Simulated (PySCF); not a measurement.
## Simulated absorption spectrum

Species: LaMe3, C3H9La.
SMILES: `[CH3][La]([CH3])[CH3]`

Theory: TDDFT B3LYP/def2-SVPD, vertical, gas phase, core orbitals frozen in the response, def2 core potentials past Kr in PySCF 2.14.0, density-fitted response routines. Isolated species at its PBE0-D3(BJ)/def2-SVP geometry, gas phase. Spin–orbit coupling is left out.

Computed states:

```csv
state,E (eV),f
S1,3.05,0.0061
S2,3.06,0.0060
S3,3.12,0.017
S4,4.05,0.0006
S5,4.08,0.014
S6,4.08,0.013
S7,4.15,0.0022
S8,4.22,0.016
S9,4.22,0.017
```

Broadening: Gaussians 0.3 eV wide at half height, area fixed by f = 4.319×10⁻⁹ ∫ε dν̃. The cross-section is σ = 3.8235×10⁻²¹ ε cm², given in Mb (10⁻¹⁸ cm²). The width is an assumption, not a result. The curve ends short of the highest state used, and states not computed would add to its high-energy end.

(1) What does the envelope look like, and where are its maxima?

(2) On this curve, what absorbance would a 10⁻⁵ mol/L sample give at 365 nm over a 1 cm path?

(3) Coming from long wavelengths, where does ε first pass 100 L mol⁻¹ cm⁻¹?

(4) Does any computed singlet lie in the visible range?

Results:

(1) 
| E (eV) | σ (Mb) |
| --- | --- |
| 2.60 | 0.01 |
| 2.64 | 0.03 |
| 2.67 | 0.06 |
| 2.71 | 0.14 |
| 2.74 | 0.27 |
| 2.78 | 0.57 |
| 2.81 | 0.96 |
| 2.85 | 1.75 |
| 2.88 | 2.59 |
| 2.92 | 4.05 |
| 2.95 | 5.32 |
| 2.99 | 7.08 |
| 3.02 | 8.26 |
| 3.06 | 9.38 |
| 3.09 | 9.71 |
| 3.13 | 9.39 |
| 3.16 | 8.63 |
| 3.20 | 7.11 |
| 3.23 | 5.79 |
| 3.27 | 4.06 |
| 3.30 | 2.92 |
| 3.34 | 1.74 |
| 3.37 | 1.11 |
| 3.41 | 0.56 |
| 3.44 | 0.32 |
| 3.48 | 0.14 |
| 3.51 | 0.07 |
| 3.55 | 0.03 |
| 3.59 | 0.01 |
| 3.62 | 0.02 |

Maxima: 401 nm (3.10 eV), ε about 2500, made up of S1 (20%), S2 (20%) and S3 (59%) (ε in L mol⁻¹ cm⁻¹; maxima over ε = 5, shares over 10%). At its high-energy end, 3.62 eV, the curve is still rising (ε about 4.5, from S3, S5 and S6).

(2) 365 nm is 3.397 eV, where ε is about 190 L mol⁻¹ cm⁻¹, so A = ε c l ≈ 0.0019 (Beer–Lambert, with the gas-phase spectrum and the assumed width).

(3) At about 449 nm (2.76 eV), 0.29 eV below S1.

(4) 3 computed singlets (S1 to S3) lie in the visible range (380 to 750 nm), the largest f among them at 397 nm, f = 0.017; light of that wavelength is violet, and its complementary colour is yellow-green; a Tamm–Dancoff triplet lies at 426 nm, without intensity as long as spin–orbit coupling is left out.

All these states lie below the vertical ionisation energy of 7.86 eV (ΔSCF).

Time: 55 s of wall time (with the writing of density and orbital grids). Hardware: an Arm Neoverse V1 with one thread (shared host).
